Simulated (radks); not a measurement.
The numbers below are computed, except where a source is named.
The mean radii <r> (bohr) of the occupied orbitals of an atom or ion are listed with their occupations. Code: a radial shooting solver on a logarithmic mesh with Libxc functionals. Model: Dirac Kohn-Sham, LDA (Slater exchange, Perdew-Wang correlation), spin-unpolarised, spherical densities, finite nucleus; Fermi nuclear charge, rms radius of each element as measured or else 0.836 A^(1/3) + 0.57 fm.

| orbital | occ. | <r> |
|---|---|---|
| 1s1/2 | 2 | 0.03347 |
| 2s1/2 | 2 | 0.1455 |
| 2p1/2 | 2 | 0.1237 |
| 2p3/2 | 4 | 0.1285 |
| 3s1/2 | 2 | 0.4026 |
| 3p1/2 | 2 | 0.3954 |
| 3p3/2 | 4 | 0.4060 |
| 3d3/2 | 4 | 0.3807 |
| 3d5/2 | 6 | 0.3842 |
| 4s1/2 | 2 | 0.9717 |
| 4p1/2 | 2 | 1.028 |
| 4p3/2 | 4 | 1.050 |
| 5s1/2 | 2 | 2.051 |

Name the element and its charge. Open shells, if any, fill j = l - 1/2 first.

Answer. Z = 44, ruthenium, charge +6: Ru6+ in [Kr] 5s2. The 1s radius gives Z: for a bare nucleus <r> = (2 gamma + 1)/(2Z) with gamma = sqrt(1 - (Z/c)^2), 0.03289 bohr for Z = 44, and screening makes it slightly larger (0.03347 here). The occupations add up to 38, and the charge is Z minus that.
